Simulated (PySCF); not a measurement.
# What a mistake does to a calculation on CGeH7OSi

These are calculations, not measurements. They come from PySCF 2.14.0, an open-source quantum chemistry program, on an isolated molecule that a program drew, which may never have been made. The molecule is CGeH7OSi (charge 0, doublet), drawn as the SMILES string `O[SiH2][CH][GeH3]`.

Each row is a Hartree-Fock (HF) and frozen-core CCSD(T) single point in the cc-pV(D+d)Z basis, meant for a local HF minimum. Run 1 is clean. Each other run has one planted mistake out of seven kinds, and not every kind appears here: one electron removed, one electron added, multiplicity raised by two, geometry at a saddle point, minimal basis STO-3G, one bond length entered in bohr, all coordinates scaled. The reference is restricted for singlets and unrestricted otherwise, and also for a bond in bohr. Adding or removing an electron swaps singlet and doublet. Electrons count all cores. HOMO and LUMO are orbital energies over both spins, the gradient is its largest component, and the lowest frequency (negative if imaginary) is given only where the gradient is small. Bond lengths are over the 10 bonds as drawn. T1 is the CCSD diagnostic: over 0.02 (restricted) or 0.045 (unrestricted) a single reference is doubtful. Germanium has the cc-pVDZ-PP basis, with a core potential (ECP10MDF) in place of its 10 inner electrons, and its 3s, 3p and 3d shells are frozen in CCSD(T).

Geometry of the clean run:
```xyz
11
CGeH7OSi, angstrom
O    -1.5185   -1.1631   -0.8639
Si   -1.0165   -1.1047    0.7108
C     0.2365    0.2524    0.7806
Ge    0.7949    1.3535   -0.7339
H    -2.1732   -1.7915   -1.1266
H    -0.4305   -2.4041    1.1210
H    -2.1614   -0.8320    1.6139
H     0.7098    0.4676    1.7379
H     1.4131    0.4806   -1.8293
H    -0.4025    2.1115   -1.3131
H     1.8419    2.3677   -0.2556
```

| run | electrons | basis functions | <S^2> | HOMO (eV) | LUMO (eV) | gradient (hartree/bohr) | lowest frequency (cm^-1) | mean bond (Å) | longest bond (Å) | T1 | HF (hartree) | CCSD(T) (hartree) | mistake |
|---|---|---|---|---|---|---|---|---|---|---|---|---|---|
| 1 | 67 | 109 | 0.762 | -10.18 | 2.08 | 2.9e-05 | 45 | 1.5053 | 1.954 | 0.0124 | -699.12522 | -699.69656 | no fault |
| 2 | 67 | 109 | 1.568 | -10.45 | 1.75 | 3.3e-02 | - | 1.5894 | 1.954 | 0.0581 | -698.98611 | -699.54769 | one bond length entered in bohr |
| 3 | 67 | 109 | 0.769 | -10.28 | 2.11 | 4.7e-02 | - | 1.6242 | 2.108 | 0.0139 | -699.07091 | -699.65674 | all coordinates scaled |
| 4 | 66 | 109 | 0.000 | -17.27 | -6.63 | 5.0e-02 | - | 1.5053 | 1.954 | 0.0255 | -698.81567 | -699.37752 | one electron removed |
| 5 | 68 | 109 | 0.000 | -1.23 | 8.50 | 6.0e-02 | - | 1.5053 | 1.954 | 0.0118 | -699.10077 | -699.71271 | ? |
| 6 | 67 | 109 | 3.770 | -3.57 | -0.91 | 1.1e-01 | - | 1.5053 | 1.954 | 0.0490 | -698.85410 | -699.41354 | ? |

**Which mistake was planted in run 5, and what did it cost?**

It counts 68 electrons, one more than the clean run, at the same geometry and basis. So the mistake is: one electron added. Subtracting run 1 and multiplying by 627.51 kcal/mol a hartree, the energy moved by 15.3 kcal/mol in HF and -10.1 kcal/mol in CCSD(T).

**Which mistake was planted in run 6, and what did it cost?**

Electrons, basis and geometry are unchanged, and <S^2> is 3.770, beside S(S+1) = 3.75 for a multiplicity of 4. So the mistake is: multiplicity raised by two. Subtracting run 1 and multiplying by 627.51 kcal/mol a hartree, the energy moved by 170.1 kcal/mol in HF and 177.6 kcal/mol in CCSD(T).

Cautions from the logs. Run 2: T1 is over the limit, so its CCSD(T) energy is less reliable; run 4: T1 is over the limit, so its CCSD(T) energy is less reliable; run 6: T1 is over the limit, so its CCSD(T) energy is less reliable.
